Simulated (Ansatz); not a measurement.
Ansatz results at the PBE0-D4/def2-TZVP geometry: HOMO energy (B3LYP/def2-TZVPP) -7.30 eV; LUMO energy (B3LYP/def2-TZVPP) -0.48 eV; ideal-gas entropy at 298 K and 1 bar (rigid rotor, harmonic PBE0-D4/def2-TZVP) 428 J/(mol·K).

Each molecule was computed in one conformer, which needn't be the lowest.

**Question.** Which molecule gave them?
A. `[OH2+][Al-]([F])([F])[F]`
B. `[CH3][Al-]([CH3])([F])[OH+][SiH3]`
C. `[CH3][In-]([CH3])([OH2+])[F]`
D. `[CH3][Al-]([CH3])([OH])[PH3+]`

**Answer.** C. The others give `[OH2+][Al-]([F])([F])[F]`: -10.32, -1.31, 341; `[CH3][Al-]([CH3])([OH])[PH3+]`: -6.89, -0.28, 432; `[CH3][Al-]([CH3])([F])[OH+][SiH3]`: -6.94, -0.92, 439.

B3LYP here is the variant with VWN-RPA as its local correlation; programs differ in this.
